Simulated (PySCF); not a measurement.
Al(H)(OH)(SH), SMILES [OH][AlH][SH] (H₃AlOS) at its B3LYP/def2-SVP optimised geometry (Å):

```
6

Al     0.3659     0.2180     0.0000
H      1.9418     0.2180     0.0000
O     -0.5773    -1.2014    -0.0003
H     -0.2615    -2.1093     0.0017
S     -0.7323     2.1093     0.0000
H     -1.9418     1.4982     0.0000
```

Level of theory: B3LYP/def2-TZVP (PySCF).

Map of the electrostatic potential (hartree/e), clipped to [-0.08, 0.12] on the plane z = 1.5 Å:

```
|::......................:::::::|
|::......................:::::::|
|:::........    ........::::::::|
|:::.......      .......::::::::|
|::::......      ......:::::::::|
|:::::.....      ....:::::::::::|
|::::::.......  ....::::::::::::|
|:::::::...........:::::::::::::|
|:::::::::........::::::::::::::|
|:::::::::::::..::----::::::::::|
|:::::::::::::::--===--:::::::::|
|:::::::::::::--+***+=-:::::::::|
|::::::::::::-=+#%%%*=-:::...:::|
|:::::::::::-=+#@@@@#+-:::...:::|
|:::::::::::-=*@@@@@%+-:::..::::|
|:::::::...::=*%@@@@%+-:::::::::|
|::::.......:-=*@@@@#+-:::::::::|
|::.......  ..:=*#%#*=-:::::::::|
|::......     .:=++++=-:::::::::|
|:.......      .:-===---::::::::|
|:.......      .:-------::::::::|
|:.......     .::-------::::::::|
|:............::--------::::::::|
|::..........::---------::::::::|
|:::.......:::----------::::::::|
|::::::::::::-----------::::::::|
|::::::::::::-----------::::::::|
|::::::::::::----------:::::::::|
|::::::::::::----------:::::::::|
|:::::::::::::--------::::::::::|
|::::::::::::::------:::::::::::|
```
Scale: ten equal steps from -0.034 (start of ' ') to 0.120 (end of '@'), in the order ' .:-=+*#%@'; x runs from -4.50 to 4.50, y from -4.50 (bottom) to 4.50 (top).
